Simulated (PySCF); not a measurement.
**F³⁺ (fluorine, charge +3) across methods**

[He] 2s2 2p2, high-spin 3P determinant. Computed with PySCF 2.14 in dyall-av3z, with scalar relativity by spin-free X2C-1e.

| method | E (hartree) | mean ε 2s α (eV) | mean ε 2s β (eV) | mean ε 2p α (eV) | Σ⟨r²⟩ (bohr²) | ⟨S²⟩ |
| --- | --- | --- | --- | --- | --- | --- |
| BP86 | -95.5878 | -93.069 | -87.990 | -75.086 | 3.561 | 2.001 |
| UHF | -95.41431 | -108.35 | -96.205 | -88.119 | 3.553 | 2.003 |
| HSE06 | -95.5303 | -96.589 | -89.864 | -78.064 | 3.563 | 2.001 |
| LC-wPBE | -95.5350 | -98.998 | -93.352 | -80.824 | 3.573 | 2.001 |
| BHandHLYP | -95.6011 | -100.90 | -92.818 | -81.924 | 3.560 | 2.002 |
| r2SCAN | -95.5659 | -94.729 | -88.137 | -76.392 | 3.555 | 2.002 |
| LDA | -94.9236 | -92.632 | -87.500 | -74.906 | 3.588 | 2.001 |
| PBE | -95.5053 | -93.015 | -87.765 | -75.055 | 3.572 | 2.001 |

(1) Estimate the same row for PBE0.

## Answers

(1) E (hartree) = -95.5219; mean ε 2s α (eV) = -97.053; mean ε 2s β (eV) = -90.300; mean ε 2p α (eV) = -78.487; Σ⟨r²⟩ (bohr²) = 3.562; ⟨S²⟩ = 2.001.
